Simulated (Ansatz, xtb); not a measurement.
Breaking the O2–H3 bond in HNaO (SMILES [OH][Na]) (multiplicity 1 held, fragments rigid). Energies count from the point at 0.954 Å.
Geometry at that point (charge 0, multiplicity 1):
```xyz
3

Na     0.0000     0.0000    -0.9173
O      0.0000     0.0000     1.0151
H      0.0000     0.0000     1.9693
```

Restricted levels (R-, RO-) in cc, def2 and unpolarised 6-31G sets keep to the state of the molecule at rest. Unrestricted levels (U-) break spin symmetry where that is lower. Curves can end on different states.

Cores are frozen in the correlated methods.

Programs: Ansatz (a quantum-chemistry and plane-wave program); xtb for the GFN methods. Values without a source in brackets are computed. The GFN methods have no spin term and hold the electronic entropy of 300 K.

Energies in kcal/mol.

| R (Å) | GFN2-xTB | R-MP2/def2-SVPD | U-MP2/def2-SVPD | U-CCSD/def2-SVPD | U-CCSD(T)/def2-SVPD |
|---|---|---|---|---|---|
| 0.763 | 35.0 | 39.7 | 39.7 | 38.9 | 39.5 |
| 0.859 | 6.4 | 8.1 | 8.1 | 7.7 | 8.0 |
| 0.954 | 0.0 | 0.0 | 0.0 | 0.0 | 0.0 |
| 1.050 | 4.3 | 4.3 | 4.3 | 4.6 | 4.3 |
| 1.145 | … | 14.8 | 14.8 | 15.2 | 14.5 |
| 1.288 | … | 35.4 | 35.4 | 35.4 | 34.2 |
| 1.431 | 49.0 | 57.1 | 73.7 | 56.1 | 54.6 |
| 1.670 | … | 90.1 | 108.1 | 86.1 | 83.2 |
| 1.908 | 98.7 | 117.0 | 120.3 | 106.4 | 103.9 |
| 2.195 | 117.6 | 141.1 | 125.8 | 117.8 | 117.7 |
| 2.576 | 132.8 | 161.6 | 127.1 | 120.8 | 122.0 |
| 3.054 | 141.6 | 173.1 | 126.8 | 120.7 | 122.0 |

Task: Some entries are withheld; supply them.

Result: 
- 1.145, GFN2-xTB: 13.5
- 1.670, GFN2-xTB: 76.7
- 1.288, GFN2-xTB: 30.7

Doubts at one or more of the structures used: a restricted determinant that unrestricted orbitals would lower (R-MP2/def2-SVPD); a spin-contaminated determinant (U-MP2/def2-SVPD, U-CCSD/def2-SVPD, U-CCSD(T)/def2-SVPD); T1 above 0.05 (U-CCSD/def2-SVPD, U-CCSD(T)/def2-SVPD).
